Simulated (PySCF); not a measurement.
Ge⁺: ionisation energy

Ge⁺ [Ar] 3d10 4s2 4p1 (2P) → Ge²⁺ [Ar] 3d10 4s2 (1S), as a difference of total energies. All numbers are calculated (PySCF 2.14, the non-relativistic Hamiltonian (point nucleus), in def2-TZVPPD (7s5p5d1f, 54 functions)). Correlated levels: valence: [Ar] 3d10 frozen. The calculations carry no spin-orbit coupling.

```json
{"method": "UHF", "ionisation energy (eV)": "15.218"}
{"method": "MP2 (valence)", "ionisation energy (eV)": "15.451"}
{"method": "SCS-MP2 (valence)", "ionisation energy (eV)": "15.439"}
{"method": "CCSD (valence)", "ionisation energy (eV)": "15.523"}
{"method": "CCSD(T) (valence)", "ionisation energy (eV)": "15.545"}
{"method": "CCSDT (valence)", "ionisation energy (eV)": "15.552"}
```

Question: How much does correlation contribute at CCSD(T) (valence)?

Answer: 15.545 − (15.218) = 0.327 eV, measured against UHF.

A first-order spin-orbit estimate (lowest level to lowest level, LS coupling) adds 0.121 eV.

These non-relativistic numbers lack the scalar-relativistic shift.

Errors of the correlated levels include the incompleteness of this basis and the frozen core.

For comparison: 15.935 eV (measured; NIST Atomic Spectra Database, ionization energies).
